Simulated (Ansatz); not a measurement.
Consider the redistribution: `[F][Ga]([SH])[Br]` + `N[Si](F)(F)Br` → `[NH2][Ga]([F])[SH]` + `F[Si](F)(Br)Br`.

Isolated molecules relaxed with PBE0-D4/def2-TZVP in Ansatz; ΔE leaves out vibrations. CBS: MP2 limit from def2 TZ/QZ plus the TZ coupled-cluster correction, frozen cores. For Br, Ga outer-core shells are correlated without core-valence functions, which leaves a few kJ/mol of doubt a bond. Scalar relativity is left out up to krypton. Each species was taken in one conformer, which may not be the lowest.

```csv
species,CCSD(T)/def2-TZVPP energy (Eh)
`[F][Ga]([SH])[Br]`,-4994.39276
`N[Si](F)(F)Br`,-3117.35535
`[NH2][Ga]([F])[SH]`,-2477.52883
`F[Si](F)(Br)Br`,-5634.19129
```

**Question.** Work out ΔE.

**Answer.** ΔE = (-2477.52883) + (-5634.19129) − (-4994.39276) − (-3117.35535) = 0.02799 Eh = +73.5 kJ/mol. CCSD(T)/CBS gives +67.9 kJ/mol.

Largest T1 diagnostic among the species: 0.013.

From PBE to PBE0 (25 % exact exchange), in def2-TZVPP and without D4, ΔE moves by +6.0 kJ/mol. In def2-TZVPP, CCSD(T) changes the Hartree–Fock value by −20.4 kJ/mol (the triples alone add −2.4 kJ/mol) and MP2 by −23.7 kJ/mol.
